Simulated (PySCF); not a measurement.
This PySCF input asks for the NMR shieldings of `InChI=1S/C4H6BF/c5-4-1-2(4)3(4)6/h2-3H,1,5H2/t2-,3+,4+/m0/s1`; the geometry comes from GFN2-xTB.

```python
import basis_set_exchange as bse
import numpy as np
from pyscf import gto, dft
from pyscf.prop import nmr

atoms = """
B     1.833916    0.084728   -0.006178
C     0.331643    0.066888    0.131365
C    -0.652973   -0.986235    0.619666
C    -0.892534   -0.331816   -0.686748
C    -0.742682    1.060991   -0.226485
F    -1.576300    1.525891    0.757232
H     2.454760   -0.851742    0.315312
H     2.368188    1.047238   -0.400125
H    -1.295777   -0.729478    1.451502
H    -0.323768   -2.016859    0.618320
H    -0.960988   -0.737086   -1.675515
H    -0.542286    1.866794   -0.924373
"""
names = dict.fromkeys(["B", "C", "F", "H"], "pcSseg-1")
basis = {el: gto.basis.parse(bse.get_basis(n, elements=[el], fmt="nwchem")) for el, n in names.items()}
mol = gto.M(atom=atoms, basis=basis, charge=0, verbose=0)
mf = dft.RKS(mol, xc="PBE0")
mf.grids.level = 2
mf.grids.alignment = dft.numint.BLKSIZE   # the property module wants whole blocks of grid points
mf.conv_tol = 1e-9
mf.kernel()

calc = nmr.RKS(mf)   # GIAO
C = mf.mo_coeff
Co = C[:, mf.mo_occ > 0]
resp = mf.gen_response(singlet=True, hermi=2)
def vind(x):   # induced exchange potential for any number of trial vectors
    d = np.einsum("pi,xij,qj->xpq", C, 2 * x.reshape(-1, C.shape[1], Co.shape[1]), Co, optimize=True)
    return np.einsum("xpq,pi,qj->xij", resp(d - d.transpose(0, 2, 1)), C, Co, optimize=True).ravel()
mo1, _ = nmr.rhf.solve_mo1(calc, with_cphf=vind)
sigma = calc.kernel(mo1)
for i, s in enumerate(sigma):   # ppm
    print("%2d %-2s %9.2f" % (i, mol.atom_pure_symbol(i), np.trace(s) / 3))
```

Question: What are the results?

Answer: 
```
 0 B      20.00
 1 C     156.48
 2 C     152.45
 3 C     145.99
 4 C      88.81
 5 F     402.38
 6 H      24.22
 7 H      24.08
 8 H      29.18
 9 H      29.68
10 H      28.45
11 H      26.23
```

These numbers come from an equivalent density-fitted implementation of the same equations, which agrees with the script to about 0.01 ppm for H and up to a few tenths of a ppm for heavy atoms, so last digits may differ.

Size and cost of the density-fitted run: 132 basis functions, 10 s wall time on 1 thread of an Arm Neoverse V2, shared host; peak memory 0.61 GiB.
